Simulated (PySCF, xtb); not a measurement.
CH3BeI, SMILES [CH3][Be][I].

Harmonic wavenumbers (cm⁻¹) from GFN2-xTB (xtb 6.7.1) at its own minimum, in rising order: 133, 133, 367, 540, 540, 979, 1400, 1504, 1504, 2971, 2972, 3008.

**Question.** What does PBE0-D3(BJ)/def2-TZVP in PySCF give at its own minimum? (The exact figures need the calculation; the answer reports its results.)

**Answer.** 191, 191, 354, 669, 669, 1033, 1236, 1435, 1435, 3034, 3112, 3112. Paired by order, the mean absolute difference is 87 cm⁻¹ and the zero-point energies are 22.9 and 23.5 kcal/mol.
